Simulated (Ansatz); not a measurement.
`CC(=O)[O][SnH3]` and `[CH3][SbH][C](C)=O` differ in one atom or group.

Ansatz, PBE0-D4/def2-TZVP geometries, multiplicity 1. Each molecule was computed in one conformer, which needn't be the lowest. `CC(=O)[O][SnH3]` holds a close contact that its SMILES doesn't draw: Sn···O 2.65 Å.

Elements past krypton have def2 core potentials.  Spin–orbit coupling is left out; it splits and shifts lone-pair levels of the heavy atoms by tenths of an eV.

```tsv
property	`CC(=O)[O][SnH3]`
HOMO–LUMO gap (ωB97M-V/def2-TZVPP) / eV	11.38
HOMO energy (PBE/def2-TZVPP) / eV	-6.43
size of the dipole moment (B3LYP/def2-TZVPP) / D	0.93
HOMO energy (PBE0/def2-TZVPP) / eV	-8.02
HOMO–LUMO gap (PBE0/def2-TZVPP) / eV	7.54
HOMO energy (ωB97M-V/def2-TZVPP) / eV	-10.40
```

Problem. Give the same properties after the change, and the shifts. (An estimate is asked.)

Solution. The calculation gave: 
```json
{"property": "HOMO–LUMO gap (ωB97M-V/def2-TZVPP) / eV", "`[CH3][SbH][C](C)=O`": "9.59", "shift": "-1.79"}
{"property": "HOMO energy (PBE/def2-TZVPP) / eV", "`[CH3][SbH][C](C)=O`": "-5.24", "shift": "1.19"}
{"property": "size of the dipole moment (B3LYP/def2-TZVPP) / D", "`[CH3][SbH][C](C)=O`": "1.71", "shift": "0.78"}
{"property": "HOMO energy (PBE0/def2-TZVPP) / eV", "`[CH3][SbH][C](C)=O`": "-6.39", "shift": "1.63"}
{"property": "HOMO–LUMO gap (PBE0/def2-TZVPP) / eV", "`[CH3][SbH][C](C)=O`": "5.51", "shift": "-2.03"}
{"property": "HOMO energy (ωB97M-V/def2-TZVPP) / eV", "`[CH3][SbH][C](C)=O`": "-8.47", "shift": "1.93"}
```

With PBE0 the HOMO rises by 1.63 eV and the LUMO falls by 0.40 eV, so the gap narrows by about 2.03 eV. PBE moves the HOMO by 1.19 eV and ωB97M-V by 1.93 eV. Dipoles are sizes alone; their direction can turn.

B3LYP here is the variant with VWN-RPA as its local correlation; programs differ in this.
